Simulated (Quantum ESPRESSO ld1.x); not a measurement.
Task: These are the eigenvalues of the occupied orbitals of an atom or ion with whole-number occupations (hartree). Calculated with ld1.x of Quantum ESPRESSO 7.5: Dirac Kohn-Sham, PBE, spin-unpolarised, spherical densities, point nucleus.

1s1/2: -728.113
2s1/2: -102.808
2p1/2: -94.5745
2p3/2: -90.6584
3s1/2: -17.4958
3p1/2: -14.3632
3p3/2: -13.7185
3d3/2: -8.18247
3d5/2: -8.06042
4s1/2: -2.35932
4p1/2: -1.47220
4p3/2: -1.38108
5s1/2: -0.14945
4d3/2: -0.14006
4d5/2: -0.13261

Which element is it, and in what charge state? The configuration may be excited. Open shells, if any, fill j = l - 1/2 first.

Result: Z = 42, molybdenum, charge 0: Mo in [Kr] 4d5 5s1. The list shows which subshells hold electrons but not how many an open one holds; the 1s level, -728.11 hartree, gives Z - s = 38.2 by -(Z - s)^2/2, which with screening and relativity narrows Z to a few neighbours, and the depths of the outer levels then fix element, charge and occupations together.
